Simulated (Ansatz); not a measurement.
Job for Ansatz (a program for electronic structure): R-r2SCAN/def2-TZVPP on ClGeH3O (SMILES [OH][GeH2][Cl]), a point of a torsion scan.

Ansatz 0.2 input:
```yaml
crystal:
  periodic: [false, false, false]
  atoms:
    - {symbol: O, position_ang: [1.24668515, 0.05743581, -0.46341176]}
    - {symbol: Ge, position_ang: [-0.39028483, -0.16611759, 0.07647165]}
    - {symbol: Cl, position_ang: [-0.73802644, -2.21531119, -0.06983270]}
    - {symbol: H, position_ang: [1.90215889, 0.43670034, 0.11622643]}
    - {symbol: H, position_ang: [-1.25287726, 0.58177929, -0.89955023]}
    - {symbol: H, position_ang: [-0.53741832, 0.31735828, 1.50069272]}
basis:
  gaussian:
    orbitals: def2-TZVPP
hamiltonian:
  xc: {name: r2SCAN}
scf: {lower_state_search: off}
```

It printed:

```
WARN ansatz: RAYON_NUM_THREADS=1 ignored (pool sized by the plan → 1); use --threads N
Functional definition: r2SCAN
these checks for a lower state are left out or cut short: stability, starts, cluster_reference, orbital_swaps, neighbouring_geometries, increment
integrals: 0.08 GiB planned
980 factors; their error is unknown
mean field: 0.56 GiB planned
mean field evaluation 1: about -71132.0499 eV, gradient 6.1e1 eV
mean field evaluation 2: about -71099.1705 eV, gradient 1.4e2 eV
mean field evaluation 4: about -71137.6527 eV, gradient 7.5e0 eV
mean field evaluation 8: about -71137.7309 eV, gradient 1.7e-1 eV
mean field evaluation 16: about -71137.7107 eV, gradient 4.8e-5 eV
mean field -71137.71073077 eV, -2614.2626504835 hartree, gradient 4.8e-6 eV, S^2 0.000000; 0 other end points of the search recorded, 0 dependent functions left out
reference -71137.71074004 eV, -2614.2626508242 hartree; 30, 30 occupied and 133, 133 virtual orbitals, 980 factors
Total energy: -71137.71074004 eV, -2614.2626508242 hartree
Checks for a lower state left out: stability, starts, cluster_reference, orbital_swaps, neighbouring_geometries, increment
```

Self-consistency was reached.

Cost: around 1.8 core-seconds (rough).
